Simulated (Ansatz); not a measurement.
Calculated with Ansatz (gas phase, PBE0-D4/def2-TZVP geometries, no zero-point term in ΔE). CBS: MP2 limit from def2 TZ/QZ plus the TZ coupled-cluster correction, frozen cores. Functionals use def2-TZVPP. HSE06 is defined as in plane-wave codes. For Br, Ge outer-core shells are correlated without core-valence functions, which leaves a few kJ/mol of doubt a bond. Scalar relativity is left out up to krypton. Each species was taken in one conformer, which may not be the lowest.

Consider the redistribution: `CN(C)[Si]Br` + `[SiH3][N]([SiH3])[GeH]` → `[SiH3]N([SiH3])[Si]Br` + `C[N](C)[GeH]`.

`CN(C)[Si]Br`:

Cartesian coordinates in Å:
```
C -0.526 1.034 -0.065
N 0.177 -0.220 -0.212
C 0.219 -0.980 1.025
Si 0.952 -0.956 -1.547
Br 0.622 0.582 -3.207
H -0.538 1.578 -1.007
H -1.559 0.857 0.255
H -0.042 1.656 0.697
H -0.793 -1.216 1.372
H 0.758 -1.920 0.875
H 0.729 -0.415 1.813
```

`[SiH3][N]([SiH3])[GeH]`:

Cartesian coordinates in Å:
```
Si 0.045 0.696 1.257
N -0.106 -0.433 -0.068
Si 0.207 0.067 -1.705
Ge -0.610 -2.178 0.300
H 1.076 0.246 2.225
H 0.462 2.014 0.698
H -1.251 0.869 1.960
H -0.004 -1.109 -2.589
H -0.711 1.164 -2.109
H 1.603 0.556 -1.852
H -0.710 -1.891 1.882
```

`[SiH3]N([SiH3])[Si]Br`:

```xyz
11

Si    1.055    0.764    1.124
N     0.295    0.171   -0.344
Si   -1.175   -0.778   -0.132
Si    1.066    0.578   -1.829
Br   -0.333   -0.438   -3.328
H     0.124    1.652    1.865
H     1.445   -0.370    1.998
H     2.262    1.527    0.713
H    -2.337   -0.120   -0.771
H    -1.399   -0.827    1.340
H    -1.002   -2.159   -0.636
```

`C[N](C)[GeH]`:

Z-matrix (Å, degrees):
```
C
N 1 1.445
H 1 1.098 2 111.1
H 1 1.098 2 111.1 3 -119.5
H 1 1.091 2 110.5 3 120.2
C 2 1.443 1 112.4 3 59.6
Ge 2 1.823 1 119.9 3 -120.4
H 6 1.098 2 110.9 1 -59.9
H 6 1.088 2 110.3 1 179.6
H 6 1.098 2 110.9 1 59.1
H 7 1.602 2 93.2 1 -180.0
```

(1) Is it downhill or uphill in electronic energy at CCSD(T)/CBS, and by how much? (Best estimate.)

(2) What do these levels give: revPBE-D4, B97M-V, CAM-B3LYP-D4, ωB97M-V, r2SCAN, PBE0, HSE06, CAM-B3LYP, RPA@PBE/def2-TZVPP, MP2/def2-SVP, HF/def2-TZVPP, MP2/def2-QZVPP? (Estimate.)

Largest T1 diagnostic among the species: 0.016.

Results:

(1) The calculation gave: Nearly level: ΔE = -0.4 kJ/mol.

(2) Computed: revPBE-D4 -2.1, B97M-V 2.0, CAM-B3LYP-D4 1.9, ωB97M-V 0.5, r2SCAN -0.7, PBE0 1.6, HSE06 1.6, CAM-B3LYP 3.3, RPA@PBE/def2-TZVPP 0.1, MP2/def2-SVP -0.9, HF/def2-TZVPP 9.4, MP2/def2-QZVPP 0.2 kJ/mol.

In def2-TZVPP, CCSD(T) changes the Hartree–Fock value by −9.1 kJ/mol (the triples alone add −1.9 kJ/mol) and MP2 by −8.9 kJ/mol. From BLYP to BHLYP (50 % exact exchange), in def2-TZVPP and without D4, ΔE moves by +3.3 kJ/mol.
